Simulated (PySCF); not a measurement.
Compound: C6H7OP.
Numbering: `[CH2:1]=[CH:2][c:3]1[o:4][cH:5][c:6]([CH3:7])[p:8]1` (hydrogens: H9, H10 on C1; H11 on C2; H12 on C5; H13, H14, H15 on C7)

Torsions of this conformer, `[CH2:1]=[CH:2][c:3]1[o:4][cH:5][c:6]([CH3:7])[p:8]1`: C1–C2–C3–O4 180°.

The closed-shell ground state was solved at several levels (PySCF, density fitting, gas phase, non-relativistic). Isolated species at its GFN2-xTB geometry (one conformer only). GFN2-xTB frequencies show an imaginary mode (32i cm⁻¹), so this geometry is no minimum at that level.

```tsv
level	basis functions	total energy (Eh)	HOMO (eV)	LUMO (eV)	gap (eV)	dipole (D)
PBE0/def2-SVPD	223	-648.5837	-6.14	-1.64	4.50	1.14
PBE0/pcSseg-1	178	-648.8455	-6.16	-1.62	4.54	1.12
```

Q: What might CAM-B3LYP/def2-SVPD (223 basis functions) give for the same quantities?

A: Total energy -648.9115 Eh, HOMO -7.28 eV, LUMO -0.60 eV, gap 6.68 eV, dipole 1.04 D.

Q: Over all these levels, which gives the widest orbital gap and which the narrowest?

A: CAM-B3LYP/def2-SVPD (range-separated hybrid) has the widest, 6.68 eV, and PBE0/def2-SVPD (global hybrid, 25 % exact exchange) the narrowest, 4.50 eV. The two share the basis. From the narrowest to the widest the HOMO moves by -1.14 eV and the LUMO by +1.04 eV.

Q: How far do the dipole and the HOMO energy spread over the levels?

A: The dipole runs from 1.04 to 1.14 D (mean 1.10 D) and the HOMO from -7.28 to -6.14 eV.
